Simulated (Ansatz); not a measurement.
One change: `OB(F)Br` becomes `OB(F)[SiH2]S`.

Ansatz, PBE0-D4/def2-TZVP geometries, multiplicity 1. Each molecule was computed in one conformer, which needn't be the lowest.

Scalar relativity is left out up to krypton.

```csv
property,`OB(F)Br`
LUMO energy (ωB97M-V/def2-TZVPP) / eV,1.80
HOMO–LUMO gap (PBE0/def2-TZVPP) / eV,9.06
HOMO–LUMO gap (PBE/def2-TZVPP) / eV,6.66
HOMO–LUMO gap (B3LYP/def2-TZVPP) / eV,8.54
size of the dipole moment (ωB97M-V/def2-TZVPP) / D,1.85
HOMO energy (PBE/def2-TZVPP) / eV,-7.45
```

(1) What does the change do to each property? (An estimate is asked.)

## Answers

(1) Ansatz gave: 
| property | `OB(F)[SiH2]S` | shift |
| --- | --- | --- |
| LUMO energy (ωB97M-V/def2-TZVPP) / eV | 1.28 | -0.52 |
| HOMO–LUMO gap (PBE0/def2-TZVPP) / eV | 6.59 | -2.47 |
| HOMO–LUMO gap (PBE/def2-TZVPP) / eV | 4.42 | -2.24 |
| HOMO–LUMO gap (B3LYP/def2-TZVPP) / eV | 6.14 | -2.40 |
| size of the dipole moment (ωB97M-V/def2-TZVPP) / D | 2.27 | 0.42 |
| HOMO energy (PBE/def2-TZVPP) / eV | -6.07 | 1.38 |

With PBE0 the HOMO rises by 1.51 eV and the LUMO falls by 0.96 eV, so the gap narrows by about 2.47 eV. PBE moves the HOMO by 1.38 eV and ωB97M-V by 1.59 eV. Dipoles are sizes alone; their direction can turn.

B3LYP here is the variant with VWN-RPA as its local correlation; programs differ in this.

Spin–orbit coupling is left out; it splits and shifts lone-pair levels of the heavy atoms by tenths of an eV.
